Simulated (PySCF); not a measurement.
## Deuteron quadrupole couplings in `O[Si@H]1CCCNC1`

Compound: C4H11NOSi.
Structure used (GFN2-xTB), in Å, numbered top down from 1:
```xyz
18
C4H11NOSi angstrom
O      1.297   -1.625    1.317
Si     0.900   -1.200   -0.209
C     -0.995   -1.135   -0.210
C     -1.497    0.158    0.434
C     -0.853    1.408   -0.184
N      0.561    1.578    0.083
C      1.410    0.602   -0.601
H      2.205   -1.670    1.607
H      1.459   -2.144   -1.180
H     -1.361   -1.182   -1.236
H     -1.421   -1.990    0.316
H     -2.582    0.232    0.324
H     -1.272    0.141    1.504
H     -1.361    2.299    0.201
H     -0.982    1.387   -1.270
H      0.718    1.516    1.085
H      2.443    0.824   -0.324
H      1.324    0.808   -1.671
```

Level: PBE0/pcSseg-1 (PySCF, non-relativistic); Q(2H) = 0.00286 b; rigid geometry, the same for H and D, with no vibrational averaging.

**Question.** Rank these positions by the coupling χzz of a deuteron there, largest first.
A. H14 (methylene hydrogen)
B. H16 (N–H hydrogen)
C. H9 (Si–H hydrogen)
D. H12 (methylene hydrogen)
E. H10 (methylene hydrogen)
F. H8 (hydroxyl hydrogen)

**Answer.** F (345 kHz), B (262 kHz), E (211 kHz), D (204 kHz), A (199 kHz), C (107 kHz).

**Question.** Give the electric field gradient Vzz (the principal value of largest size), its asymmetry and the 2H coupling at each hydrogen.

**Answer.** 
| atom | bonded to | bond length (Å) | Vzz (au) | η | χzz (kHz) |
| --- | --- | --- | --- | --- | --- |
| H8 | O1 | 0.954 | 0.5137 | 0.06 | 345 |
| H9 | Si2 | 1.465 | 0.1593 | 0.03 | 107 |
| H10 | C3 | 1.091 | 0.3141 | 0.03 | 211 |
| H11 | C3 | 1.090 | 0.3153 | 0.03 | 212 |
| H12 | C4 | 1.093 | 0.3030 | 0.02 | 204 |
| H13 | C4 | 1.093 | 0.3008 | 0.01 | 202 |
| H14 | C5 | 1.095 | 0.2963 | 0.03 | 199 |
| H15 | C5 | 1.094 | 0.2968 | 0.04 | 199 |
| H16 | N6 | 1.017 | 0.3899 | 0.18 | 262 |
| H17 | C7 | 1.093 | 0.3089 | 0.06 | 208 |
| H18 | C7 | 1.093 | 0.3070 | 0.06 | 206 |

**Question.** Average by the element that carries the hydrogen.

**Answer.** on O: 345 kHz over 1 position, mean bond length 0.954 Å; on Si: 107 kHz over 1 position, mean bond length 1.465 Å; on C: 205 kHz over 8 positions, mean bond length 1.093 Å; on N: 262 kHz over 1 position, mean bond length 1.017 Å.

**Question.** A static deuteron (I = 1) shows a doublet split by (3/2)χ, (3/4)χ(1 + η) and (3/4)χ(1 − η) with the field along z, y and x of the gradient. What are these for H12?

**Answer.** With |χ| = 203.6 kHz and η = 0.017: 305, 155 and 150 kHz, to first order and without motion.

One conformer (not necessarily the lowest) at the GFN2-xTB geometry, without solvent, vibrations or thermal averaging. GFN2-xTB bond lengths can be off by several hundredths of an ångström, more for odd bonds, and the gradients follow them. The small basis limits the accuracy of the gradients.
